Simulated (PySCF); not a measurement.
Ga(H)2(nPr) (C3H9Ga), SMILES CC[CH2][GaH2]. The structure is a stationary point at PBE0-D3(BJ)/def2-SVP. The structure was generated by enumeration; whether it is a known compound was not checked. The values are those of a single conformer.

### Question
Give the equilibrium geometry at PBE0-D3(BJ)/def2-SVP (PySCF confirms it by a frequency run) as bond lengths and angles, and its point group. (Estimate from the structure and the level; the computed values follow.)

### Answer
Several could match; the one computed here: point group Cs.
Atoms: Ga1 H2 H3 C4 C5 C6 H7 H8 H9 H10 H11 H12 H13. Bond lengths (Å): Ga1–H2 1.577, Ga1–H3 1.578, Ga1–C4 1.973, C4–C5 1.526, C4–H7 1.107, C4–H8 1.107, C5–C6 1.522, C5–H9 1.104, C5–H10 1.104, C6–H11 1.102, C6–H12 1.101, C6–H13 1.102. Angles (°): H2–Ga1–H3 119.2, H2–Ga1–C4 120.1, H3–Ga1–C4 120.8, Ga1–C4–C5 116.6, Ga1–C4–H7 107.0, Ga1–C4–H8 107.0, C5–C4–H7 110.6, C5–C4–H8 110.6, H7–C4–H8 104.2, C4–C5–C6 113.5, C4–C5–H9 109.7, C4–C5–H10 109.7, C6–C5–H9 109.3, C6–C5–H10 109.3, H9–C5–H10 105.0, C5–C6–H11 111.1, C5–C6–H12 111.8, C5–C6–H13 111.1, H11–C6–H12 107.7, H11–C6–H13 107.2, H12–C6–H13 107.7.
